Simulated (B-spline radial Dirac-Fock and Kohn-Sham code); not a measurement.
## Two-hole binding energies of Hf³³⁺

System: hafnium as Hf³³⁺, configuration [Kr] 4d3.

Method: relaxed Dirac-Fock hole states (ΔSCF) with Breit and QED corrections and a finite nucleus. Computed with a radial finite-basis atomic code. U is the two-hole binding energy less the two single-hole energies, the effective repulsion of the holes after relaxation. Each two-hole energy is an average over J within one jj subconfiguration.

```csv
holes,E(a) (eV),E(b) (eV),E(ab) (eV),U (eV)
1s⁻²,66692.6,66692.6,134769.0,1383.8
1s⁻¹ 2p3/2⁻¹,66692.6,10917.3,77984.5,374.6
1s⁻¹ 3p3/2⁻¹,66692.6,3431.4,70270.8,146.8
1s⁻¹ 3d5/2⁻¹,66692.6,2986.0,69818.2,139.6
2p3/2⁻²,10917.3,10917.3,22108.9,274.3
2s⁻¹ 3d3/2⁻¹,12635.0,3042.0,15817.1,140.1
2s⁻¹ 3d5/2⁻¹,12635.0,2986.0,15758.0,136.9
2p1/2⁻¹ 3p3/2⁻¹,12095.7,3431.4,15659.6,132.5
2p3/2⁻¹ 3p1/2⁻¹,10917.3,3693.2,?,?
2p3/2⁻¹ 3d3/2⁻¹,10917.3,3042.0,14101.5,142.3
2p3/2⁻¹ 3d5/2⁻¹,10917.3,2986.0,14039.4,136.1
3p1/2⁻²,3693.2,3693.2,7497.2,110.8
3d3/2⁻²,3042.0,3042.0,6197.6,113.6
3d5/2⁻²,2986.0,2986.0,6084.1,112.0
```

Task: Give the missing two-hole energy and U.

Result: E(ab) = 14748.1 eV and U = 137.6 eV.
